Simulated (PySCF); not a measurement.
SMILES [Cl][Zr]([Cl])([Cl])[Cl] (Cl₄Zr), singlet (PBE0/def2-SVP optimised geometry):

```
5

Zr    -0.773    -1.095     0.000
Cl    -1.550    -2.191     1.895
Cl     1.550    -1.095     0.000
Cl    -1.544    -2.189    -1.898
Cl    -1.550     1.095     0.000
```

Calculation: PBE0/def2-TZVP, def2 effective core potentials past Kr (PySCF 2.14.0).

### Question
What are the frontier orbital energies and the dipole moment?

### Answer
HOMO-2 -9.74 eV, HOMO-1 -9.73 eV, HOMO -9.73 eV, LUMO -2.74 eV, LUMO+1 -2.74 eV; dipole moment 0.00 D.

On the same geometry PBE/def2-TZVP, def2 effective core potentials past Kr (PySCF) gives HOMO-2 -8.34 eV, HOMO-1 -8.34 eV, HOMO -8.34 eV, LUMO -3.48 eV, LUMO+1 -3.48 eV; dipole moment 0.00 D.
